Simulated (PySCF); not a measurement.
Method: PBE-D3(BJ)/def2-TZVP // PBE-D3(BJ)/def2-SVP (PySCF). Isolated molecules, 0 K electronic values unless said otherwise. One relaxed conformer stands for a flexible species; it need not be the lowest. 

Reference species: [Ni(H2O)2(NH3)4]2+ (near-degenerate singlet) (charge +2, multiplicity 1).

charge on the central atom (meta-Löwdin): 0.67 e
mean distance from the central atom to its bonded neighbours: 1.941 Å
coordination number: 4
charge on the central atom (Mulliken): 0.24 e

Changed species: [Ni(H2O)(NH3)5]2+ (singlet; the order of the spin states depends on the level) (5 of 6 H2O replaced by NH3, multiplicity 1; the reference has 4 of 6 H2O replaced by NH3, multiplicity 1).

Question: Give the shifts of the charge on the central atom (meta-Löwdin), mean distance from the central atom to its bonded neighbours, coordination number and charge on the central atom (Mulliken).

Answer: the charge on the central atom (meta-Löwdin) stays essentially unchanged; the mean distance from the central atom to its bonded neighbours falls by 0.003 Å, to 1.938 Å; the coordination number stays essentially unchanged; the charge on the central atom (Mulliken) stays essentially unchanged.
